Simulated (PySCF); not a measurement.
Al(Me)3(OH2) (C₃H₁₁AlO), SMILES [CH3][Al]([CH3])([CH3])<-[OH2] (connectivity only; charge and spin as stated), neutral, multiplicity 1.

Geometry optimised at B3LYP-D3(BJ)/def2-SVP. The isomer is the one that the SMILES or the coordinates give; other isomers of the formula were not compared. Other conformers were not sampled.

Method: TDA-B3LYP/def2-SVPD run with PySCF 2.14.0.

Vertical excitations. Gas-phase values at a fixed geometry. State labels are in the subgroup Cs.

```csv
state,symmetry,energy (eV),λ (nm),f,main pairs
S1,A',4.89,253,0.012,HOMO→LUMO 99 %
S2,A",4.96,250,0.011,HOMO−1→LUMO 99 %
S3,A',6.30,197,0.062,HOMO→LUMO+1 98 %
S4,A",6.42,193,0.072,HOMO−1→LUMO+1 97 %
S5,A",6.67,186,0.002,HOMO→LUMO+2 98 %
S6,A',6.71,185,0.004,HOMO−1→LUMO+2 92 %
S7,A',7.03,176,0.046,"HOMO−2→LUMO 47 %, HOMO→LUMO+3 47 %"
S8,A',7.16,173,0.031,"HOMO→LUMO+3 50 %, HOMO−2→LUMO 45 %"
S9,A",7.23,172,0.007,HOMO−1→LUMO+3 97 %
S10,A",7.57,164,0.020,HOMO→LUMO+4 95 %
T1,A',4.82,257,0,HOMO→LUMO 99 %
T2,A",4.88,254,0,HOMO−1→LUMO 99 %
T3,A',6.13,202,0,HOMO→LUMO+1 95 %
T4,A",6.24,199,0,HOMO−1→LUMO+1 92 %
```
Triplets are in the Tamm–Dancoff approximation.
